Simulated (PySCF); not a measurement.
SMILES F[Si](O[SiH3])(O[SiH3])F at its CAM-B3LYP/def2-SVP optimised geometry (Å):

```
13

F      1.7027    -1.4786     1.0517
Si     1.4274    -0.3130    -0.0093
F      2.2837     0.9470     0.4749
O     -0.1316     0.0719     0.0000
Si    -1.7886     0.0719     0.0000
O      1.9274    -0.7810    -1.4665
Si     2.9436    -1.3203    -2.6628
H     -2.2608     1.4786     0.0000
H     -2.2837    -0.6293     1.2121
H     -2.2809    -0.6247    -1.2169
H      3.3922    -2.7012    -2.3479
H      4.1209    -0.4197    -2.7617
H      2.1941    -1.3141    -3.9434
```

Method: CAM-B3LYP/def2-TZVP (PySCF). Cells within 0.4 Å of a nucleus heavier than hydrogen are left out (blank, or x).

Map of the electrostatic potential (hartree/e), clipped to [-0.08, 0.12] on the plane z = 0.0 Å:

```
|22222222221111111111111111111|
|22222222221111111111111111111|
|22222222222111111111111111111|
|22222222222111111111111111111|
|22222222222111111111110111111|
|22222222222211111111000000111|
|22222233322221111110000000011|
|22222467532221111110000000001|
|22223799963321111111010000001|
|22234999996432112223586100001|
|22335999999852223569999610001|
|23346999999998768999999920011|
|33459999999999999999999921111|
|33469999xx999xx99999999731111|
|33479999xx999xx999xx999942221|
|334699999999999999xx999953222|
|334579999999999999xx999964322|
|23345899999986899999999853322|
|22333569999854699999999543322|
|22223345666544469999975332222|
|22222233444433345666532222222|
|22222223333333333332221122222|
|22222222222222222211111111222|
|22222222222222222111111111112|
|22222222222222221111111111111|
|22222222222222221111111111111|
|22222222222222211111111111111|
|22222222222222211111111111111|
|22222222222222211111111111111|
```
Scale: ten equal steps from -0.031 (start of '0') to 0.120 (end of '9'), in the order '0123456789'; x runs from -4.50 to 4.50, y from -4.50 (bottom) to 4.50 (top).
